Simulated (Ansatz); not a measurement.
Species: CsAu (charge 0, singlet). 
Coordinates optimised at B3LYP-D3(BJ)/def2-TZVP (Ansatz, a program for electronic structure):
SMILES: [Cs][Au]
```xyz
2

Cs     0.0000     0.0000    -1.8835
Au     0.0000     0.0000     1.3113
```
Charge 0, spin multiplicity 1.

Dipole moments at this geometry, in debye (magnitudes).

```csv
level,program,dipole (D)
SVWN5/def2-TZVPD,Ansatz,9.97
BLYP/def2-TZVPD,Ansatz,9.90
BHLYP/def2-TZVPD,Ansatz,10.35
CAM-B3LYP/def2-TZVPD,Ansatz,10.45
CCSD(T)/def2-SVPD,Ansatz,11.40
```
